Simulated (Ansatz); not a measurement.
Gas-phase electronic energies from Ansatz, PBE0-D4/def2-TZVP geometries. CBS: MP2 limit from def2 TZ/QZ plus the TZ coupled-cluster correction, frozen cores. Functionals use def2-TZVPP. Each species was taken in one conformer, which may not be the lowest.

Consider the ligand exchange at a B–O bond: `BOC(C)F` + `CN[SiH2][SiH3]` → `BN(C)[SiH2][SiH3]` + `CC(O)F`.

```
         level  ΔE (kJ/mol)
       ωB97M-V        -16.3
        B2PLYP        -11.5
           PBE        -15.6
CCSD/CBS(def2)        -14.6
```

Q: What does CCSD(T)/CBS give? (Best estimate.)

A: Ansatz gave: -17.4 kJ/mol. The listed levels differ from it by 1.1, 5.9, 1.8, 2.8 kJ/mol.

Largest T1 diagnostic among the species: 0.013.

The D4 term adds −5.5 kJ/mol with B3LYP and −2.8 kJ/mol with PBE0; it sums over pairs of atoms, weighted by their polarisabilities, and B3LYP, whose exchange is more repulsive, gets the larger term. In def2-TZVPP, CCSD(T) changes the Hartree–Fock value by −19.7 kJ/mol (the triples alone add −2.8 kJ/mol) and MP2 by −21.9 kJ/mol.

B3LYP here is the variant with VWN-RPA as its local correlation; programs differ in this.
